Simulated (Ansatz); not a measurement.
Diatomic NbO, multiplicity 4 (the spin of the measured ground state). No spin–orbit coupling.

```
level                 bond energy D_e (eV)
--------------------  --------------------
SVWN5/def2-TZVPP                     9.557
PBE/def2-TZVPP                       8.346
r2SCAN/def2-TZVPP                    7.675
B97M-V/def2-TZVPP                    7.475
B3LYP/def2-TZVPP                     7.714
PBE0/def2-TZVPP                      7.455
BHLYP/def2-TZVPP                     6.702
CAM-B3LYP/def2-TZVPP                 7.701
wB97X-V/def2-TZVPP                   7.771
wB97M-V/def2-TZVPP                   7.491
```

The rows run from 6.702 (BHLYP/def2-TZVPP) to 9.557 eV (SVWN5/def2-TZVPP). The 10 functionals in def2-TZVPP without D3 or D4 span 2.855, from BHLYP to SVWN5.

D_e counts from the fitted minimum to each atom's lowest state at the same level, without counterpoise.

The values were computed with Ansatz (Gaussian orbitals). Each number belongs to the level named beside it. In def2 rows elements past Kr take small-core potentials, without spin–orbit coupling.

Ansatz is an electronic-structure program.
